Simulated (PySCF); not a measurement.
Job for PySCF: R-M06-2X/def2-TZVPP on SiH4 (SMILES [SiH4]).

```python
from pyscf import gto, dft

mol = gto.M(
    atom='''
    Si   -0.00000000   -0.00000000   -0.00000000
    H     0.85467615    0.85467615    0.85467615
    H    -0.85467615   -0.85467615    0.85467615
    H    -0.85467615    0.85467615   -0.85467615
    H     0.85467615   -0.85467615   -0.85467615
    ''',
    basis='def2-tzvpp',
    charge=0, spin=0, verbose=4, max_memory=1800)
mf = dft.RKS(mol, xc='m062x').density_fit(auxbasis='def2-universal-jkfit')
mf.grids.level = 4
mf.conv_tol = 1e-9
mf.max_cycle = 150
mf.kernel()
mf.dip_moment()
```

Output:

```
PySCF version 2.14.0

[INPUT] verbose = 4
[INPUT] num. atoms = 5
[INPUT] num. electrons = 18
[INPUT] charge = 0
[INPUT] spin (= nelec alpha-beta = 2S) = 0
[INPUT] symmetry False subgroup None
[INPUT] Mole.unit = angstrom
[INPUT] Symbol           X                Y                Z      unit          X                Y                Z       unit  Magmom
[INPUT]  1 Si     0.000000000000   0.000000000000   0.000000000000 AA    0.000000000000   0.000000000000   0.000000000000 Bohr   0.0
[INPUT]  2 H      0.854676150000   0.854676150000   0.854676150000 AA    1.615103848698   1.615103848698   1.615103848698 Bohr   0.0
[INPUT]  3 H     -0.854676150000  -0.854676150000   0.854676150000 AA   -1.615103848698  -1.615103848698   1.615103848698 Bohr   0.0
[INPUT]  4 H     -0.854676150000   0.854676150000  -0.854676150000 AA   -1.615103848698   1.615103848698  -1.615103848698 Bohr   0.0
[INPUT]  5 H      0.854676150000  -0.854676150000  -0.854676150000 AA    1.615103848698  -1.615103848698  -1.615103848698 Bohr   0.0

nuclear repulsion = 21.3317152615042
number of shells = 38
number of NR pGTOs = 127
number of NR cGTOs = 98
basis = def2-tzvpp
ecp = {}


******** <class 'pyscf.df.df_jk.DFRKS'> ********
method = DFRKS
initial guess = minao
damping factor = 0
level_shift factor = 0
DIIS = <class 'pyscf.scf.diis.CDIIS'>
diis_start_cycle = 1
diis_space = 8
diis_damp = 0
SCF conv_tol = 1e-09
SCF conv_tol_grad = None
SCF max_cycles = 150
direct_scf = False
XC library pyscf.dft.libxc version 7.1.2
    S. Lehtola, C. Steigemann, M. J. T. Oliveira, and M. A. L. Marques,  SoftwareX 7, 1–5 (2018)
XC functionals = m062x
    Y. Zhao and D. G. Truhlar,  Theor. Chem. Acc. 120, 215 (2008)
    Y. Zhao and D. G. Truhlar,  Theor. Chem. Acc. 120, 215 (2008)
radial grids:
    Treutler-Ahlrichs [JCP 102, 346 (1995); DOI:10.1063/1.469408] (M4) radial grids

becke partition: Becke, JCP 88, 2547 (1988); DOI:10.1063/1.454033
pruning grids: <function nwchem_prune>
grids dens level: 4
symmetrized grids: False
atomic radii adjust function: <function treutler_atomic_radii_adjust>
small_rho_cutoff = 0
Set gradient conv threshold to 3.16228e-05
Initial guess from minao.
tot grids = 91752
******** <class 'pyscf.df.df.DF'> ********
auxbasis = def2-universal-jkfit
init E= -291.558361442629
  HOMO = -0.387139693137839  LUMO = 0.0333830584895476  gap/eV = 11.44301
cycle= 1 E= -291.850621019781  delta_E= -0.292  |g|= 0.12  |ddm|= 1.36
  HOMO = -0.413288535558137  LUMO = 0.0631619850103865  gap/eV = 12.96488
cycle= 2 E= -291.854468722531  delta_E= -0.00385  |g|= 0.0395  |ddm|= 0.106
  HOMO = -0.406194539212383  LUMO = 0.0687191694026943  gap/eV = 12.92306
cycle= 3 E= -291.854781793127  delta_E= -0.000313  |g|= 0.0125  |ddm|= 0.0463
  HOMO = -0.407424414403423  LUMO = 0.0684134749136985  gap/eV = 12.94821
cycle= 4 E= -291.854817501269  delta_E= -3.57e-05  |g|= 0.00101  |ddm|= 0.00873
  HOMO = -0.407496645606511  LUMO = 0.068409963412365  gap/eV = 12.95008
cycle= 5 E= -291.854818155742  delta_E= -6.54e-07  |g|= 0.000107  |ddm|= 0.00151
  HOMO = -0.407461745336415  LUMO = 0.0684353521255344  gap/eV = 12.94982
cycle= 6 E= -291.85481816271  delta_E= -6.97e-09  |g|= 2.29e-05  |ddm|= 0.000184
  HOMO = -0.407468832724258  LUMO = 0.068431129679744  gap/eV = 12.94990
cycle= 7 E= -291.854818162933  delta_E= -2.23e-10  |g|= 3.21e-06  |ddm|= 4.69e-05
  HOMO = -0.407468224150498  LUMO = 0.0684314315795433  gap/eV = 12.94989
Extra cycle  E= -291.854818162928  delta_E= 5.63e-12  |g|= 1.45e-06  |ddm|= 4.51e-06
converged SCF energy = -291.854818162928
Dipole moment(X, Y, Z, Debye): -0.00000, -0.00000, -0.00000
```

The run converged.

Cost: very roughly 8 core-seconds.
